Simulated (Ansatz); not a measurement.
Total energies of C2H6AlNSe (`[NH2][AlH][CH2]C=[Se]`).

```xyz
11

N     0.197    0.951   -1.672
Al   -0.467   -0.533   -1.012
C    -0.221   -0.911    0.935
C     0.205    0.318    1.557
Se    1.867    0.916    1.719
H     0.153    1.232   -2.637
H     0.750    1.602   -1.134
H    -1.259   -1.555   -1.920
H     0.548   -1.690    0.940
H    -1.175   -1.295    1.307
H    -0.597    0.964    1.918
```

Total charge 0; spin multiplicity 1. Correlated methods include outer-core shells of Se, which these sets cover unevenly. Scalar relativity is left out up to krypton. The structure was optimised at the PBE0-D4/def2-TZVP level. It is one conformer, not always the lowest. Basis def2-TZVPP, Ansatz 0.2.0.

RPA on PBE orbitals: Hartree–Fock energy of these orbitals -2775.45188 Eh, correlation -1.44636 Eh (frozen core).

```tsv
functional	energy without D4 (Eh)	D4 term (kJ/mol)
LDA (SPW92)	-2772.96906	–
PBE	-2777.96455	-26.3
revPBE	-2778.34488	-72.9
BLYP	-2778.62145	-56.7
r2SCAN	-2778.52192	-6.4
B97M-V	-2778.13885	–
PBE0	-2778.07494	-22.5
B3LYP	-2778.70244	-42.6
r2SCANh	-2778.50910	-6.9
r2SCAN0	-2778.49124	-7.7
HSE06 (plane-wave form)	-2778.06451	-21.2
BHLYP	-2778.54034	-34.6
CAM-B3LYP	-2778.69345	-23.2
LC-ωPBE	-2778.12837	–
ωB97X-V	-2778.33189	–
ωB97M-V	-2778.42257	–
B2PLYP	-2778.02765	–
PBE-QIDH	-2777.65020	–
```

B3LYP takes the VWN-RPA correlation (the form of Gaussian; ORCA's B3LYP/G). HSE06 is the plane-wave form, built on full-range PBE exchange. The double hybrids freeze the cores in their second-order part.

LC-ωPBE has ω = 0.4 bohr⁻¹.
